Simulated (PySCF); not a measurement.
Excitation energy of Tm by level of theory

Tm [Xe] 4f13 6s2 (2F) → Tm [Xe] 4f13 6s1 6p1 (high-spin determinant), as a difference of total energies. All numbers are calculated (PySCF 2.14, scalar relativity by spin-free X2C-1e, in x2c-TZVPPall (11s7p7d4f2g, 113 functions)). Correlated levels: valence: [Kr] 4d10 frozen; valence and next inner shell: [Ar] 3d10 frozen. The calculations carry no spin-orbit coupling.

```
                                method  excitation energy (cm⁻¹)
                                   UHF                     10506
                                   LDA                     17875
                                   PBE                     16356
                                  PBE0                     15518
                                r2SCAN                     14461
                         MP2 (valence)                     18277
                     SCS-MP2 (valence)                     18412
    MP2 (valence and next inner shell)                     18256
SCS-MP2 (valence and next inner shell)                     18382
```

A first-order spin-orbit estimate (lowest level to lowest level, LS coupling) adds 0.073 eV.

The basis was made for the ground configuration and has no added diffuse functions, so the excitation energy can come out too high.

The determinant of the upper state mixes LS terms, which raises its energy above the lowest term, most at the Hartree-Fock and MP2 levels.
